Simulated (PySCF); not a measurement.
## Name the molecule from its bond curve

A diatomic of charge 0 contains I. Its singlet curve at M06 in a double-zeta basis (scalar-relativistic core potentials, PySCF), in eV from the separated fragments:

```json
{"R (Å)": "2.083", "E (eV)": "-3.130"}
{"R (Å)": "2.180", "E (eV)": "-3.409"}
{"R (Å)": "2.277", "E (eV)": "-3.569"}
{"R (Å)": "2.349", "E (eV)": "-3.629"}
{"R (Å)": "2.422", "E (eV)": "-3.651"}
{"R (Å)": "2.495", "E (eV)": "-3.642"}
{"R (Å)": "2.591", "E (eV)": "-3.594"}
{"R (Å)": "2.713", "E (eV)": "-3.492"}
{"R (Å)": "2.858", "E (eV)": "-3.331"}
{"R (Å)": "3.052", "E (eV)": "-3.082"}
```

The fit gives ωe = 475 cm⁻¹ and the rotational constant Bₑ = 0.4279 cm⁻¹.

Which atom is the partner?

The minimum lies at 2.434 Å, so the reduced mass is 16.8576 u Å² cm⁻¹/(Bₑ·Re²) = 6.650 u. With I at 126.90 u the partner weighs about 7.0 u: Li. The molecule is LiI.

Spin–orbit coupling is left out.
